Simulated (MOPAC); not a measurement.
Input file for MOPAC: PM6 on CdH2O (SMILES [OH][CdH]), a point of a bond scan (R = 4.439 Å).

```
PM6 1SCF PRECISE CHARGE=0 THREADS=1
CdH2O

Cd    -0.26732703 1    -0.09913817 1    -0.03051427 1
H     -4.37257521 1    -1.71870682 1    -0.50599267 1
O      1.61160576 1     0.50063274 1     0.17708425 1
H      1.72664054 1     1.45254853 1     0.25462809 1
```

Output:

```
*******************************************************************************
 **                                                                           **
 **                              MOPAC v23.2.5                                **
 **                                                                           **
 *******************************************************************************
 ** MOPAC's Digital Object Identifier: https://doi.org/10.5281/zenodo.6511958 **
 **                                                                           **
 ** Please cite the open-source release paper for use of this MOPAC version:  **
 ** J. E. Moussa and J. J. P. Stewart (2026)                                  **
 ** MOPAC: An open-source semiempirical molecular orbital program             **
 ** J. Open Source Softw., 11(119), 8025, https://doi.org/10.21105/joss.08025 **
 *******************************************************************************

                              PM6 CALCULATION RESULTS

 *******************************************************************************
 *  PM6        - The PM6 Hamiltonian to be used
 *
 *
 *
 *                 CHARGE ON SYSTEM = 0
 *
 *
 *
 *  PRECISE    - TIGHTER CRITERIA TO BE USED
 *  1SCF       - DO 1 SCF AND THEN STOP
 *  THREADS=1  - MULTI-THREADING NOT USED
 *  T=         - A TIME OF 172800.0 SECONDS REQUESTED
 *  DUMP=N     - RESTART FILE WRITTEN EVERY 7200.0 SECONDS REQUESTED
 *******************************************************************************
PM6 1SCF PRECISE CHARGE=0 THREADS=1
 CdH2O

   ATOM   CHEMICAL          X               Y               Z
  NUMBER   SYMBOL      (ANGSTROMS)     (ANGSTROMS)     (ANGSTROMS)

     1      Cd         -0.26732703  *  -0.09913817  *  -0.03051427  *
     2       H         -4.37257521  *  -1.71870682  *  -0.50599267  *
     3       O          1.61160576  *   0.50063274  *   0.17708425  *
     4       H          1.72664054  *   1.45254853  *   0.25462809  *



          CARTESIAN COORDINATES

    NO.       ATOM           X           Y           Z

     1        Cd         -0.2673     -0.0991     -0.0305
     2         H         -4.3726     -1.7187     -0.5060
     3         O          1.6116      0.5006      0.1771
     4         H          1.7266      1.4525      0.2546

 General Reference for PM6:
 "Optimization of Parameters for Semiempirical Methods V: Modification of NDDO Approximations
 and Application to 70 Elements", J. J. P. Stewart, J. Mol. Mod., 13, 1173-1213 (2007)
 URL: https://link.springer.com/article/10.1007/s00894-007-0233-4

           Empirical Formula: H2 O Cd  =     4 atoms



      MOLECULAR POINT GROUP   :   Cs


      RHF CALCULATION, NO. OF DOUBLY OCCUPIED LEVELS = 5



 ALL CONVERGERS ARE NOW FORCED ON
 SHIFT=10, PULAY ON, CAMP-KING ON
 AND ITERATION COUNTER RESET



 -------------------------------------------------------------------------------
 PM6 1SCF PRECISE CHARGE=0 THREADS=1
 CdH2O



     1SCF WAS SPECIFIED, SO BFGS WAS NOT USED
     SCF FIELD WAS ACHIEVED


                              PM6 CALCULATION
                                                       MOPAC v23.2.5 Linux




          FINAL HEAT OF FORMATION =        136.41330 KCAL/MOL =     570.75326 KJ/MOL


          COSMO AREA              =         87.70 SQUARE ANGSTROMS
          COSMO VOLUME            =         56.29 CUBIC ANGSTROMS

          IONIZATION POTENTIAL    =          6.786567 EV
          HOMO LUMO ENERGIES (EV) =         -6.787 -2.919
          NO. OF FILLED LEVELS    =          5
          MOLECULAR WEIGHT        =        130.4252         POINT GROUP:  Cs

          MOLECULAR DIMENSIONS (Angstroms)

            Atom       Atom       Distance
            H     4    H     2     6.91635
            O     3    H     2     0.79170
           Cd     1    H     4     0.00000


          SCF CALCULATIONS        =          1





   ATOM   CHEMICAL          X               Y               Z
  NUMBER   SYMBOL      (ANGSTROMS)     (ANGSTROMS)     (ANGSTROMS)

     1      Cd         -0.26732703  *  -0.09913817  *  -0.03051427  *
     2       H         -4.37257521  *  -1.71870682  *  -0.50599267  *
     3       O          1.61160576  *   0.50063274  *   0.17708425  *
     4       H          1.72664054  *   1.45254853  *   0.25462809  *

                             CARTESIAN COORDINATES

   1   Cd       -0.267327030    -0.099138170    -0.030514270
   2    H       -4.372575210    -1.718706820    -0.505992670
   3    O        1.611605760     0.500632740     0.177084250
   4    H        1.726640540     1.452548530     0.254628090


           Empirical Formula: H2 O Cd  =     4 atoms



      MOLECULAR POINT GROUP   :   Cs


                  EIGENVALUES
 -25.46929 -14.08611 -10.11233  -9.58770  -6.78657  -2.91893   2.51912   2.73081
   5.62009   7.67965


              NET ATOMIC CHARGES AND DIPOLE CONTRIBUTIONS

  ATOM NO.   TYPE          CHARGE      No. of ELECS.   s-Pop       p-Pop
    1         Cd           0.523927        1.4761     1.11720     0.35888
    2          H           0.086536        0.9135     0.91346
    3          O          -0.917104        6.9171     1.74359     5.17351
    4          H           0.306642        0.6934     0.69336
 DIPOLE           X         Y         Z       TOTAL
 POINT-CHG.    -7.046    -1.030    -0.692     7.155
 HYBRID         0.864     0.485     0.110     0.996
 SUM           -6.183    -0.545    -0.582     6.234


          ATOMIC ORBITAL ELECTRON POPULATIONS

     Atom    s        px        py        pz
    1 Cd   1.11720   0.26219   0.05131   0.04538
    2  H   0.91346
    3  O   1.74359   1.79681   1.42440   1.95230
    4  H   0.69336

 **********************
 *                    *
 * JOB ENDED NORMALLY *
 *                    *
 **********************




 == MOPAC DONE ==
```

The run finished.

Cost: around 0.08 core-seconds (rough).
